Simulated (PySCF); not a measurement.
GeOCl, SMILES [O]=[Ge][Cl], multiplicity 2.

The structure is a stationary point at B3LYP-D3(BJ)/def2-TZVP.

The numbers are results of TDA-M06-2X/def2-SVPD (PySCF), not measurements.

Vertical excitations. Gas-phase values at a fixed geometry.

```tsv
state	energy (eV)	λ (nm)	f	main pairs
root 1	1.49	833	0.001	β HOMO−1→LUMO 91 %
root 2	1.56	795	0.006	β HOMO→LUMO 83 %
root 3	3.76	330	0.042	α HOMO−1→LUMO 12 %, β HOMO−4→LUMO 52 %, β HOMO−2→LUMO 23 %
root 4	3.77	329	0.012	α HOMO→LUMO 82 %, β HOMO−3→LUMO 7 %, β HOMO→LUMO+1 6 %
root 5	4.01	309	0.008	β HOMO−2→LUMO 68 %, β HOMO−4→LUMO 24 %
root 6	4.04	307	0.006	α HOMO→LUMO 6 %, β HOMO−3→LUMO 83 %
root 7	4.60	270	0.001	α HOMO−1→LUMO 34 %, α HOMO−3→LUMO 5 %, β HOMO−1→LUMO+1 51 %
root 8	4.75	261	0.011	α HOMO−2→LUMO 11 %, α HOMO→LUMO 8 %, β HOMO→LUMO+1 73 %
root 9	5.22	238	0.005	α HOMO−2→LUMO 77 %, β HOMO→LUMO+1 12 %
root 10	6.22	199	0.029	α HOMO−1→LUMO 26 %, α HOMO→LUMO+1 19 %, β HOMO−1→LUMO+1 24 %, β HOMO→LUMO+2 7 %
```
Unrestricted roots are not spin-pure.
